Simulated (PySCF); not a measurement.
PySCF job for CBr2F2, SMILES FC(F)(Br)Br, PBE-D3(BJ)/def2-SVP. Geometry optimised at PBE-D3(BJ)/def2-SVP.

```python
import numpy as np
from pyscf import gto, scf, dft, df
from pyscf.hessian import thermo

mol = gto.M(
    atom='''
    F     0.00000000    1.08443466   -1.45358904
    C     0.00000000   -0.00000000   -0.67616305
    F     0.00000000   -1.08443467   -1.45358903
    Br   -1.61921164    0.00000000    0.43173687
    Br    1.61921164    0.00000000    0.43173687
    ''',
    basis='def2-SVP',
    charge=0,
    spin=0,
    max_memory=1600,
    verbose=3,
)
mf = dft.RKS(mol, xc='pbe').density_fit(auxbasis='def2-universal-jkfit')
mf.disp = 'd3bj'
mf.grids.level = 3
mf.conv_tol = 1e-11
mf.max_cycle = 100
mf.kernel()

# [left out here: the lines that compute and print the analytic Hessian (its translational invariance restored by hand, since the grid's response is missing), thermochemistry and intensities]
```

It prints:

```
converged SCF energy = -5384.28764434444

WARN: DFTD3 does not support analytical Hessian, using finite difference


WARN: Mole.unit (angstrom) is changed to Bohr

Mode                                 0                   1                   2
Irrep
Freq [cm^-1]                      157.7775            267.9233            312.0721
Reduced mass [au]                  47.9774             20.5046             26.4591
Force const [Dyne/A]                0.7037              0.8672              1.5182
Char temp [K]                     227.0067            385.4819            449.0023
Normal mode                   x     y     z       x     y     z       x     y     z
       0   F                -0.00  0.00  0.06    0.15 -0.00  0.00    0.12  0.00  0.00
       1   C                -0.00 -0.00  0.05   -0.00 -0.00 -0.00    0.05  0.00  0.00
       2   F                -0.00 -0.00  0.06   -0.15 -0.00 -0.00    0.12 -0.00  0.00
       3  Br                -0.07  0.00 -0.02   -0.00 -0.02  0.00   -0.03  0.00  0.04
       4  Br                 0.07  0.00 -0.02   -0.00  0.02 -0.00   -0.03 -0.00 -0.04
Mode                                 3                   4                   5
Irrep
Freq [cm^-1]                      323.9152            357.2080            616.4038
Reduced mass [au]                  25.8970             17.9645             17.2341
Force const [Dyne/A]                1.6009              1.3505              3.8581
Char temp [K]                     466.0419            513.9428            886.8678
Normal mode                   x     y     z       x     y     z       x     y     z
       0   F                 0.00 -0.03 -0.11   -0.00 -0.05  0.13    0.00 -0.14 -0.00
       1   C                 0.00  0.00 -0.07    0.00 -0.13 -0.00   -0.00  0.00  0.13
       2   F                 0.00  0.03 -0.11    0.00 -0.05 -0.13    0.00  0.14 -0.00
       3  Br                -0.04 -0.00  0.03   -0.00  0.02  0.00    0.01 -0.00 -0.01
       4  Br                 0.04 -0.00  0.03    0.00  0.02  0.00   -0.01  0.00 -0.01
Mode                                 6                   7                   8
Irrep
Freq [cm^-1]                      766.6277           1090.7895           1176.3446
Reduced mass [au]                  12.5400             13.8415             13.4515
Force const [Dyne/A]                4.3423              9.7032             10.9671
Char temp [K]                    1103.0065           1569.4032           1692.4980
Normal mode                   x     y     z       x     y     z       x     y     z
       0   F                -0.05 -0.00 -0.00    0.00  0.07 -0.07   -0.00  0.07 -0.05
       1   C                 0.27  0.00  0.00   -0.00 -0.00  0.23    0.00 -0.24 -0.00
       2   F                -0.05  0.00  0.00    0.00 -0.07 -0.07   -0.00  0.07  0.05
       3  Br                -0.01 -0.00  0.00    0.00  0.00 -0.00    0.00  0.00  0.00
       4  Br                -0.01  0.00 -0.00   -0.00  0.00 -0.00   -0.00  0.00  0.00
temperature 298.1500 [K]
pressure 101325.00 [Pa]
Rotational constants [GHz] 3.15673 1.08994 0.94569
Symmetry number 2
Zero-point energy (ZPE) 0.01155 [Eh]   30319.723 [J/mol]
                           tot       elec      trans        rot        vib
Entropy [J/mol/K]       327.445      0.000    175.422    115.494     36.528
Cv [J/mol/K]             69.620      0.000     12.472     12.472     44.677
Cp [J/mol/K]             77.935      0.000     20.786     12.472     44.677
Internal energy [J/mol]                      3718.434   3718.434  36950.448
Internal energy [Eh]   -5384.27074  -5384.28764
Enthalpy [J/mol]                             6197.391   3718.434  36950.448
Enthalpy [Eh]          -5384.26979
Gibbs free energy [J/mol]                  -46104.781 -30716.182  26059.520
Gibbs free energy [Eh] -5384.30698
mode   freq/cm-1   IR/(km/mol)
   1      157.78         0.051
   2      267.92         0.000
   3      312.07         2.371
   4      323.92         1.207
   5      357.21         0.082
   6      616.40        11.238
   7      766.63       390.904
   8     1090.79       302.620
   9     1176.34       194.443
max |gradient| / (hartree/bohr): 0.00023487022020014125
APT charges: [-0.5738  1.7232 -0.5738 -0.2878 -0.2878]
```

The run converged.
